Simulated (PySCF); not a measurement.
Species: InF3.
Bonds: In1–F2, In1–F3, In1–F4.

Method: PBE0-D3(BJ)/def2-SVP geometry optimisation, gas phase, def2 core potentials past Kr (PySCF); density fitting, grid level 1; the optimiser is geomeTRIC in internal coordinates, started from a GFN2-xTB structure with every atom displaced at random (about 0.03 Å).

Geometry at step 13:
```
atom  x, y, z in Å
In1     0.0014   -0.0194   -0.0008
F2      1.9332   -0.0125    0.0369
F3     -0.9487    1.6608   -0.2032
F4     -0.9026   -1.7193    0.1366
```

Problem. What forces act on the atoms?

Solution. 
```
atom  Fx (eV/Å)  Fy (eV/Å)  Fz (eV/Å)
 In1     -0.051      0.206     -0.050
  F2      0.080      0.016      0.012
  F3      0.050     -0.144     -0.001
  F4     -0.079     -0.078      0.039
```

The largest, 0.22 eV/Å, acts on In1; the rms over all components is 0.087 eV/Å. The forces sum to zero within rounding, as they must for an isolated molecule in no field.

Problem. Give the force on In1 in Eh/bohr and in nN.

Solution. 0.218 eV/Å ÷ 51.422 = 0.00424 Eh/bohr, and 0.218 eV/Å × 1.602 = 0.35 nN.

Problem. How far is this geometry from the end of the optimisation?

Solution. 0.003 eV above it, and 0.033 Å rms away after alignment. The bonds farthest from their final lengths, with half the difference of the two atoms' forces along the bond (positive lengthens):

```csv
bond,now (Å),final (Å),force along bond (eV/Å)
In1–F3,1.941,1.935,-0.18
In1–F4,1.930,1.935,+0.13
In1–F2,1.932,1.935,+0.07
```

The angle farthest from its final value is F3–In1–F4, 122.7° against 119.5°.

What follows is the cost of the whole optimisation. Hardware: an Arm Neoverse V1 with one thread, shared host with 32 logical CPUs at a one-minute load of 24. Cost: 39 s, 0.27 GiB resident at most.
